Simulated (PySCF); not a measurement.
B3LYP on Br (bromine, neutral)

Configuration: [Ar] 3d10 4s2 4p5, 2P determinant. Calculation: PySCF 2.14, in cc-pVDZ-DK (5s4p2d, 27 functions); the spin-free X2C one-electron Hamiltonian (Gaussian nucleus).

- Total energy: -2606.139 hartree
- One-electron energy: -3622.166 hartree
- Hartree (Coulomb) energy: 1109.000 hartree
- Exchange-correlation energy: -92.973 hartree
- ⟨S²⟩: 0.7513
- ⟨L²⟩: 2.006
- Sum of ⟨r⟩: 25.61 bohr
- Sum of ⟨r²⟩: 39.25 bohr²
- Traceless quadrupole moment −½Σ⟨3z² − r²⟩ along its main axis: 2.02 e·bohr²
- Langevin diamagnetic susceptibility: -31.1 ×10⁻⁶ cm³/mol
- Time after the integrals: 0.3 s of wall time on 1 thread of AMD EPYC 7R13 Processor (shared host)

```csv
shell,electrons,mean orbital energy (eV),spread (eV),"rms radius, mean of both spins (bohr)"
1s α,1,-13354.2,0,0.0492
1s β,1,-13354.1,0,0.0492
2s α,1,-1751.3,0,0.205
2s β,1,-1751.3,0,0.205
2p α,3,-1544.5,0.203,0.183
2p β,3,-1544.4,0.073,0.183
3s α,1,-245.74,0,0.590
3s β,1,-245.63,0,0.590
3p α,3,-179.90,0.616,0.610
3p β,3,-179.77,0.368,0.610
3d α,5,-70.665,0.613,0.656
3d β,5,-70.540,0.424,0.656
4s α,1,-22.255,0,1.80
4s β,1,-21.076,0,1.80
4p α,3,-9.062,1.338,2.25
4p β,2,-8.238,0,2.25
```

Densities and radii are taken from the X2C orbitals without a picture-change correction, which distorts them close to the nucleus.
